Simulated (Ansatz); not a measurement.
A run for Ansatz (an electronic-structure program): R-PBE0/def2-TZVPP on propylene glycol (SMILES CC(O)CO).

Ansatz 0.2 input:
```yaml
crystal:
  periodic: [false, false, false]
  atoms:
    - {symbol: C, position_ang: [-1.47510346, -0.36555735, -0.22576631]}
    - {symbol: C, position_ang: [-0.14304504, 0.36470420, -0.26158757]}
    - {symbol: O, position_ang: [0.16490017, 0.96419728, 1.00676415]}
    - {symbol: C, position_ang: [1.02236597, -0.56502808, -0.55182792]}
    - {symbol: O, position_ang: [2.25474733, 0.12951688, -0.59430547]}
    - {symbol: H, position_ang: [-2.29058470, 0.32334603, 0.00441570]}
    - {symbol: H, position_ang: [-1.46241906, -1.14503423, 0.53794626]}
    - {symbol: H, position_ang: [-1.69152969, -0.82557778, -1.19248663]}
    - {symbol: H, position_ang: [-0.15869330, 1.14336761, -1.03412849]}
    - {symbol: H, position_ang: [-0.43869749, 1.69665654, 1.16530122]}
    - {symbol: H, position_ang: [1.04030863, -1.35547456, 0.21095868]}
    - {symbol: H, position_ang: [0.88720459, -1.03484987, -1.52700397]}
    - {symbol: H, position_ang: [2.29054602, 0.66973333, 0.20536508]}
basis:
  gaussian:
    orbitals: def2-TZVPP
hamiltonian:
  xc: {name: PBE0}
scf: {lower_state_search: off}
```

It printed:

```
WARN ansatz: RAYON_NUM_THREADS=6 ignored (pool sized by the plan → 6); use --threads N
Functional definition: PBE0
these checks for a lower state are left out or cut short: stability, starts, cluster_reference, orbital_swaps, neighbouring_geometries, increment
integrals: 0.18 GiB planned
1314 factors; their error is unknown
mean field: 1.77 GiB planned
mean field evaluation 1: about -7320.9831 eV, gradient 6.9e1 eV
mean field evaluation 2: about -7316.0460 eV, gradient 8.6e1 eV
mean field evaluation 4: about -7330.2476 eV, gradient 3.9e0 eV
mean field evaluation 8: about -7330.2783 eV, gradient 3.7e-2 eV
mean field evaluation 16: about -7330.2697 eV, gradient 6.4e-5 eV
mean field -7330.26971764 eV, -269.3824434880 hartree, gradient 4.3e-6 eV, S^2 0.000000; 0 other end points of the search recorded, 0 dependent functions left out
reference -7330.26974954 eV, -269.3824446604 hartree; 21, 21 occupied and 246, 246 virtual orbitals, 1314 factors
Total energy: -7330.26974954 eV, -269.3824446604 hartree
Checks for a lower state left out: stability, starts, cluster_reference, orbital_swaps, neighbouring_geometries, increment
```

Self-consistency was reached.

Cost: around 10 core-seconds (rough).
